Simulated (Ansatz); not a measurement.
A nudged elastic band was laid between two geometries of BClH3N + FH (8 atoms, charge 0, multiplicity 1).

Method: RKS B3LYP-D4/def2-SVP (Ansatz).

```json
{"movable images": "5", "climbing image": "yes", "spring": "5.0 eV/Å²", "optimiser": "quadratic models (default)", "start path": "through a guess of the saddle point", "force threshold": "0.05 eV/Å", "iteration limit": "60", "end points": "relaxed"}
```

Image 0:

```xyz
8
Properties=species:S:1:pos:R:3
B 0.071 -0.185 -0.112
Cl 0.046 -0.594 1.647
N 1.274 -0.229 -0.788
H 2.159 -0.442 -0.342
H 1.347 0.013 -1.770
H -0.969 0.072 -0.646
F 0.096 2.440 1.168
H 0.020 1.653 1.664
```

Image 6:

```xyz
8
Properties=species:S:1:pos:R:3
B 0.064 0.492 -0.522
Cl 0.106 0.067 2.996
N 1.289 0.004 -0.957
H 1.372 -0.846 -1.500
H 2.173 0.446 -0.728
H -0.978 -0.050 -0.783
F 0.036 1.628 0.218
H -0.018 0.988 2.095
```

**Question.** Which bonds break or form, and what moves?

**Answer.** Bonds broken: B1–Cl2, F7–H8. Bonds formed: B1–F7, Cl2–H8. BClH3N + FH becomes BFH3N + ClH.

**Question.** Give the energies along the band, and the barrier.

**Answer.** The run converged. The highest image is number 2 of 0 to 6, 1.05 eV above the first end and 1.64 eV above the last; the last end lies 0.59 eV below the first. The profile has 2 maxima (images 2, 5) with wells between them (image 4): this band takes more than one step, which may be the mechanism or a detour left from its start path. A vibrational analysis at the climbing image gives one clearly imaginary mode, 548i cm⁻¹: a first-order saddle point. The orbitals stay closed-shell, which can raise the energy where a bond breaks towards radicals; this wasn't checked here.

| image | path coordinate (Å) | energy (eV) | B1–Cl2 (Å) | F7–H8 (Å) | B1–F7 (Å) |
| --- | --- | --- | --- | --- | --- |
| 0 | 0.00 | 0.00 | 1.81 | 0.93 | 2.92 |
| 1 | 1.01 | 0.41 | 1.80 | 0.93 | 2.61 |
| 2 | 2.02 | 1.05 | 1.81 | 0.93 | 2.46 |
| 3 | 3.25 | 0.18 | 1.81 | 0.94 | 2.85 |
| 4 | 4.48 | 0.12 | 1.84 | 0.94 | 2.42 |
| 5 | 5.71 | 0.30 | 2.52 | 1.62 | 1.42 |
| 6 | 6.94 | -0.59 | 3.54 | 1.98 | 1.36 |

**Question.** What is the geometry of the highest image?

**Answer.** 
```xyz
8
Properties=species:S:1:pos:R:3
B 0.138 -0.230 0.098
Cl -0.018 -0.490 1.880
N 1.460 -0.129 -0.470
H 1.632 -0.876 -1.146
H 1.557 0.746 -0.990
H -0.913 -0.284 -0.488
F 0.078 2.184 0.541
H 0.109 1.808 1.396
```

Time of the run: 8.3 min on 1 thread of Arm Neoverse V1 (shared host), peak memory 0.15 GiB.
